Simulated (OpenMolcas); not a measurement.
# V2+ in KZnF3: curves along the breathing mode

V2+ with its 6 nearest fluoride ions, on the Zn site of KZnF3 (a = 4.054 Å, distance in the model lattice 2.027 Å). The rest of the host is ab initio model potentials to 7.6 Å, with orthogonalisation functions on the cations behind the ligands, and point charges beyond; the distance is set by hand and nothing relaxes. Ligand basis ANO-RCC-VDZP.

```json
{
  "Program": "OpenMolcas",
  "Method": "SS-CASPT2, IPEA 0.25 Eh, imaginary shift 0.1 Eh (closed shells correlated: 3s 3p and the ligand valence shells)",
  "Basis": "ANO-RCC-VDZP [5s4p2d1f]",
  "Scalar Hamiltonian": "DKH2, point nucleus",
  "Active space": "3 electrons in 5 orbitals (3d)",
  "State averaging": "2S+1 = 4 even, 10 roots; 2S+1 = 2 even, 40 roots",
  "Spin-orbit coupling": "RASSI with atomic mean-field integrals over the reference wave functions"
}
```

Spin-free energies (labels of O, the rotations of Oh) in cm-1 above the lowest fitted minimum, as all ligands move together:

```tsv
R (Å)	4A2	4T2	2E	2T1	4T1	2T2	2A1
1.938	2850	20600	16860	17660	27710	23590	30950
1.983	360	16300	14350	15210	23130	20810	26750
2.029	180	14460	14150	15030	20970	20320	25000
2.074	2130	14980	16080	16970	21140	21950	25590
2.12	6180	17710	20100	21020	23680	25700	28380
2.166	12290	22680	26190	27120	28140	31480	33430
2.211	20330	29730	34210	35140	34800	39220	40540
```

Cubic fits give the following; the wavenumber is harmonic, with the mass of all moving ligands, small differences in it between states hang on the degree of the fit, a number in brackets counts states of one label, and the table is a selection of at most 14 states with clean curves.

```json
{"State": "4A2", "R0 (Å)": "2.011", "Breathing mode (cm-1)": "559", "Minimum (cm-1)": "0"}
{"State": "4T2", "R0 (Å)": "2.042", "Breathing mode (cm-1)": "576", "Minimum (cm-1)": "14370"}
{"State": "2E", "R0 (Å)": "2.011", "Breathing mode (cm-1)": "559", "Minimum (cm-1)": "13980"}
{"State": "2T1", "R0 (Å)": "2.010", "Breathing mode (cm-1)": "557", "Minimum (cm-1)": "14850"}
{"State": "4T1", "R0 (Å)": "2.048", "Breathing mode (cm-1)": "573", "Minimum (cm-1)": "20780"}
{"State": "2T2", "R0 (Å)": "2.017", "Breathing mode (cm-1)": "557", "Minimum (cm-1)": "20240"}
{"State": "2A1", "R0 (Å)": "2.041", "Breathing mode (cm-1)": "575", "Minimum (cm-1)": "24920"}
{"State": "2E(2)", "R0 (Å)": "2.040", "Breathing mode (cm-1)": "575", "Minimum (cm-1)": "29760"}
{"State": "4T1(2)", "R0 (Å)": "2.064", "Breathing mode (cm-1)": "598", "Minimum (cm-1)": "31570"}
{"State": "2T1(3)", "R0 (Å)": "2.045", "Breathing mode (cm-1)": "572", "Minimum (cm-1)": "34220"}
{"State": "2T2(3)", "R0 (Å)": "2.038", "Breathing mode (cm-1)": "557", "Minimum (cm-1)": "40270"}
{"State": "2A2", "R0 (Å)": "2.039", "Breathing mode (cm-1)": "575", "Minimum (cm-1)": "40960"}
{"State": "2T1(4)", "R0 (Å)": "2.067", "Breathing mode (cm-1)": "589", "Minimum (cm-1)": "43430"}
{"State": "2T2(4)", "R0 (Å)": "2.065", "Breathing mode (cm-1)": "626", "Minimum (cm-1)": "44280"}
```

The minimum of 4T2 is shifted by +0.0314 Å against 4A2 (from the unrounded fits). With M = 114.0 u for the moving shell, the Huang-Rhys factor in this mode is S = M ω ΔR² / 2ħ = 0.01483 × 114.0 × 559 × 0.0314² = 0.93. Only the first shell moves, against a rigid host.

Roots that are degenerate in the reference are averaged as groups; the widest CASPT2 spread within a group is 570 cm-1 (the 3-fold group of multiplicity 2 near 32000 cm-1 above the lowest state of its run, R = 1.938). Shifts and gaps below about the spread of the groups concerned are not significant. Over all roots computed the reference weight is 0.74 to 0.75 in R = 1.938, 0.74 to 0.75 in R = 1.983, 0.74 to 0.75 in R = 2.029, 0.74 to 0.75 in R = 2.074, 0.74 to 0.75 in R = 2.12, 0.74 to 0.75 in R = 2.166, 0.74 to 0.75 in R = 2.211; a low but even weight reflects the number of correlated electrons. Ligand-to-metal charge-transfer states are missing. With no ligand orbital active B as a rule stays too high, so bands that hang on it stand too high and its fall with covalency is understated. With one d shell and no ligand orbital active, 10Dq can be off by tens of per cent for divalent 3d ions, low with halides held by bare charges and at times high in hosts. Free-ion shares, where given, are those of the reference states; single-state CASPT2 does not remix them (holds for R = 1.983; R = 2.029; R = 2.074; R = 2.12; R = 2.166; R = 2.211). These CASPT2 states fit no ligand-field parameters well, so their order and spin gaps are uncertain (holds for R = 2.12; R = 2.166; R = 2.211). No measured value stands beside these numbers.
